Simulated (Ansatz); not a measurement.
System: C2H5Cl2Si, charge 0, multiplicity 2. It need not be the lowest isomer of its formula. 
Coordinates optimised at B3LYP-D3(BJ)/def2-TZVP (Ansatz, a program for electronic structure):
```
Si
C 1 1.8263
H 2 1.0833 1 122.23
H 2 1.0840 3 115.49 1 180.00
C 1 1.8525 2 113.67 3 180.00
H 5 1.0902 1 110.54 2 -180.00
H 5 1.0916 6 108.49 1 121.00
H 5 1.0916 6 108.49 7 118.01
Cl 1 2.0700 2 108.79 3 -58.04
Cl 1 2.0700 2 108.79 3 58.04
```
Charge 0, spin multiplicity 2.

Computed values are from Ansatz. Correlated levels leave the core frozen unless marked. Open shells are spin-unrestricted. No spin-orbit coupling. Non-relativistic. Basis-set limits of correlation are two-point, X^-3; Hartree-Fock from the larger set. The bracket is a focal-point correction in the basis named.

What is the total energy at RI-MP2/CBS(cc-pV(T+d)Z,cc-pV(Q+d)Z)+[CCSD(T)-MP2]/cc-pV(T+d)Z?

-1287.8116 Eh.

What is the dipole moment at wB97M-V/def2-TZVPD?

2.41 D.

What is the atomisation energy De at RI-MP2/CBS(cc-pV(T+d)Z,cc-pV(Q+d)Z)+[CCSD(T)-MP2]/cc-pV(T+d)Z?

862.6 kcal/mol.

What is the T1 diagnostic at CCSD/cc-pV(T+d)Z?

0.010.
